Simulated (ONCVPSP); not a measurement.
**An all-electron radial function and its pseudo partner (Al (Z = 13))**

Columns: radius, all-electron u(r) and pseudo u(r) of the 3p shell (level -2.56 eV) of aluminium in the configuration [Ne] 3s2 3p1; BLYP, scalar-relativistic, ONCV scheme, ONCVPSP 4.0.1.

```csv
r (bohr),all-electron,pseudo
0.150,-0.1236,0.0055
0.300,-0.2103,0.0218
0.450,-0.2005,0.0478
0.600,-0.1337,0.0824
0.750,-0.0429,0.1240
0.900,0.0536,0.1708
1.050,0.1461,0.2213
1.200,0.2301,0.2734
1.350,0.3034,0.3252
1.500,0.3658,0.3747
1.650,0.4176,0.4198
1.800,0.4595,0.4590
1.950,0.4924,0.4911
2.100,0.5168,0.5158
2.250,0.5337,0.5332
2.400,0.5442,0.5439
2.550,0.5490,0.5490
2.700,0.5492,0.5492
2.850,0.5454,0.5454
3.000,0.5385,0.5385
3.150,0.5289,0.5289
3.300,0.5172,0.5172
3.450,0.5038,0.5038
3.600,0.4893,0.4892
3.750,0.4737,0.4737
3.900,0.4575,0.4575
```

(1) How many radial nodes do the two functions have?

(2) Is the pseudo-wave norm-conserving?

## Answers

(1) The all-electron 3p function has n − l − 1 = 1; the pseudo-wave has 0, since the states of the same l below it are removed with the core.

(2) Yes: the ONCV scheme keeps the norm inside the radius equal to the all-electron one, which fixes the energy derivative of the logarithmic derivative at the level.
